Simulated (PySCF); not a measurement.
C2H6F2Se: core ionisation energies

Compound: SeF2Me2, C₂H₆F₂Se.
Geometry (PBE0-D3(BJ)/def2-SVP, Å), atoms numbered from 1 in this order:
```xyz
11
C2H6F2Se angstrom
Se    -0.6114   -0.8291    0.0188
F     -0.5246   -0.6984    1.8743
F     -0.5451   -0.7504   -1.8399
C      1.3096   -0.7344   -0.0086
H      1.6892   -1.7589   -0.1119
H      1.6279   -0.2993    0.9447
H      1.5951   -0.1401   -0.8836
C     -1.0444    1.0450    0.0079
H     -2.1326    1.1315    0.1185
H     -0.7222    1.4479   -0.9581
H     -0.5433    1.5006    0.8689
```

Method: PySCF 2.14.0, delta-SCF UKS SCAN, pcX-2 on the ionised atom, pcseg-1 elsewhere, spin-free X2C. Vertical ΔSCF values, vacuum level as zero.

**Question.** What binding energy does each computed site have?

**Answer.** 
```csv
atom(s),environment,level,binding energy (eV),count
C4/C8,carbon bonded to Se and 3 H,C 1s,291.57,2
F2/F3,fluorine bonded to Se,F 1s,689.98,2
```

**Question.** Express the binding energy of C 1s of C4/C8 in atomic units and per mole.

**Answer.** 291.57 eV = 10.7150 Eh = 28132 kJ/mol.

The first atom of each set that the bonding makes equivalent was ionised and stands for the set. No level of selenium is listed. Geometry: PBE0-D3(BJ)/def2-SVP; no solvent, vibrations or thermal averaging.
